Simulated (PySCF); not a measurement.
Compound: MoN(OMe)3, C3H9MoNO3 (singlet state).
Bonds: Mo1–N2, Mo1–O3, Mo1–O8, Mo1–O13, O3–C4, O8–C9, O13–C14. Hydrogens: H5, H6, H7 on C4; H10, H11, H12 on C9; H15, H16, H17 on C14.

Computed by this run: PBE0-D3(BJ)/def2-SVP geometry optimisation, gas phase, def2 core potentials past Kr in PySCF 2.14.0; density fitting, grid level 1; the optimiser is geomeTRIC in internal coordinates, started from a GFN2-xTB structure with every atom displaced at random (about 0.03 Å).

At the end of the run (lengths in Å): Mo1–O3 1.866, O3–C4 1.397, C4–H6 1.103, Mo1–N2 1.630, Mo1–O8 1.867, C14–H16 1.103, O8–C9 1.397, Mo1–O3–C4 134.6°, N2–Mo1–O3 105.0°, O3–Mo1–O8 113.6°, N2–Mo1–O3–C4 0°, N2–Mo1–O8–C9 0°, N2–Mo1–O13–C14 -2°, H5–C4–O3–Mo1 2°.

Problem. These geometries were met on the way; a selection of coordinates is given. Order them by energy above the end point, lowest first.
A. Mo1–O3 1.880, O3–C4 1.400, C4–H6 1.103, Mo1–N2 1.638, Mo1–O8 1.869, C14–H16 1.105, O8–C9 1.398, Mo1–O3–C4 138.2°, N2–Mo1–O3 105.4°, O3–Mo1–O8 113.1°, N2–Mo1–O3–C4 -3°, N2–Mo1–O8–C9 -2°, N2–Mo1–O13–C14 -5°, H5–C4–O3–Mo1 3°
B. Mo1–O3 1.681, O3–C4 1.528, C4–H6 1.013, Mo1–N2 1.693, Mo1–O8 1.904, C14–H16 1.070, O8–C9 1.428, Mo1–O3–C4 141.5°, N2–Mo1–O3 109.9°, O3–Mo1–O8 113.2°, N2–Mo1–O3–C4 -4°, N2–Mo1–O8–C9 0°, N2–Mo1–O13–C14 -13°, H5–C4–O3–Mo1 7°
C. Mo1–O3 1.888, O3–C4 1.446, C4–H6 1.095, Mo1–N2 1.617, Mo1–O8 1.849, C14–H16 1.103, O8–C9 1.405, Mo1–O3–C4 140.9°, N2–Mo1–O3 104.4°, O3–Mo1–O8 112.9°, N2–Mo1–O3–C4 -4°, N2–Mo1–O8–C9 -3°, N2–Mo1–O13–C14 -6°, H5–C4–O3–Mo1 4°
D. Mo1–O3 1.865, O3–C4 1.389, C4–H6 1.104, Mo1–N2 1.625, Mo1–O8 1.862, C14–H16 1.103, O8–C9 1.394, Mo1–O3–C4 136.1°, N2–Mo1–O3 105.6°, O3–Mo1–O8 113.3°, N2–Mo1–O3–C4 -2°, N2–Mo1–O8–C9 -1°, N2–Mo1–O13–C14 -4°, H5–C4–O3–Mo1 3°

Solution. D (0.006 eV), A (0.021 eV), C (0.131 eV), B (1.397 eV).

```json
{"step": "3", "E above end (eV)": "0.006", "rms distance from the end, all atoms (Å)": "0.033", "largest force (eV/Å)": "0.365", "rms shift of all bonds from the end (Å)": "0.003"}
{"step": "2", "E above end (eV)": "0.021", "rms distance from the end, all atoms (Å)": "0.066", "largest force (eV/Å)": "0.556", "rms shift of all bonds from the end (Å)": "0.004"}
{"step": "1", "E above end (eV)": "0.131", "rms distance from the end, all atoms (Å)": "0.099", "largest force (eV/Å)": "2.336", "rms shift of all bonds from the end (Å)": "0.015"}
{"step": "0", "E above end (eV)": "1.397", "rms distance from the end, all atoms (Å)": "0.123", "largest force (eV/Å)": "10.865", "rms shift of all bonds from the end (Å)": "0.066"}
```

Rows stand in the order of the answer.
